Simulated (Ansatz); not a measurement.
`C[SiH](N)[AlH2]` + HBr → `C[SiH](N)Br` + `[AlH3]`  (cleavage of the Si–Al bond)

Calculated with Ansatz (gas phase, PBE0-D4/def2-TZVP geometries, no zero-point term in ΔE). CCSD(T)/CBS is the MP2 limit (def2-TZVPP, def2-QZVPP) plus CCSD(T) − MP2 in def2-TZVPP, frozen cores. This one scheme is used for every species. DFT in def2-TZVPP. For Br outer-core shells are correlated without core-valence functions, which leaves a few kJ/mol of doubt a bond. Scalar relativity is left out up to krypton. One conformer a species, not always the lowest.

Is it downhill or uphill in electronic energy at CCSD(T)/CBS, and by how much? (Estimate.)

The calculation gave: Downhill: ΔE = -128.5 kJ/mol.

What do these levels give: r2SCAN-D4, MP2/def2-TZVPP, CCSD/def2-TZVPP, HF/def2-QZVPP, SCS-MP2/def2-QZVPP, MP2/CBS(def2)? (Best estimate.)

The calculation gave: r2SCAN-D4 -127.2, MP2/def2-TZVPP -136.1, CCSD/def2-TZVPP -124.6, HF/def2-QZVPP -142.8, SCS-MP2/def2-QZVPP -136.7, MP2/CBS(def2) -141.5 kJ/mol.

Largest T1 diagnostic among the species: 0.011.

From PBE to PBE0 (25 % exact exchange), in def2-TZVPP and without D4, ΔE moves by −7.1 kJ/mol. In def2-TZVPP, CCSD(T) changes the Hartree–Fock value by +19.4 kJ/mol (the triples alone add +1.5 kJ/mol) and MP2 by +6.4 kJ/mol.
